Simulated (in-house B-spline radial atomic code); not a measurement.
Results of a calculation; reference values are marked as such.
## What the choice of pseudopotential does to G0W0 on PBE: Mg

All numbers come from an all-electron radial atomic-structure program (B-spline basis), non-relativistic, configuration [Ne] 3s2, open shells at high spin. Semilocal Troullier-Martins pseudo-atoms, one channel per l, are made with PBE or LDA for several valence sets and radii, with or without a model core, and set against the all-electron atom. One channel fits only the lowest state of its l, so a second state of that l is approximate. All electrons give 3s: PBE -4.699 eV, G0W0 -7.514 eV. Potentials are made in the ion's own configuration unless the neutral atom is named, and a smooth local potential serves every l without a channel. Potentials that miss their own reference levels by more than 6 millihartree, or need radii over 3.5 bohr, are left out. Columns give pseudo minus all-electron, in eV; a dash marks a level in the core or of low weight.

```csv
valence,made with,radii (bohr),model core (bohr),3s PBE,3s G0W0
3s,PBE,s 2.04 p 2.76,none,0.00,+0.05
3s,PBE,s 2.30 p 3.11,none,0.00,+0.05
3s,PBE,s 2.56 p 3.40,none,0.00,+0.05
3s,PBE,s 2.04 p 2.76,1.62,0.00,+0.05
3s,PBE,s 2.30 p 3.11,1.62,0.00,+0.05
3s,PBE,s 2.94 p 3.40,1.62,0.00,+0.05
2p 3s,PBE,s 2.30 p 0.64,none,0.00,-0.15
2p 3s,PBE,s 2.56 p 0.71,none,0.00,-0.16
2p 3s,PBE,s 2.94 p 0.82,none,0.00,-0.17
2p 3s,PBE,s 3.32 p 0.93,none,0.00,-0.18
2p 3s,PBE,s 2.30 p 0.64,0.20,0.00,-0.15
2p 3s,PBE,s 2.94 p 0.82,0.20,0.00,-0.17
2s 2p 3s,PBE,s 0.63 p 0.82,none,-0.01,-0.04
2s 2p 3s,PBE,s 0.63 p 0.82,0.20,-0.01,-0.04
```

How does the G0W0 shift of 3s, which all sets hold, depend on the valence set?

Mean size: 2s 2p 3s: 0.04 eV; 3s: 0.05 eV; 2p 3s: 0.16 eV. A larger valence set can do worse when it takes only part of a shell, whose exchange with the frozen rest is then left to the functional. The means mix radii and the functional used in making the potentials.
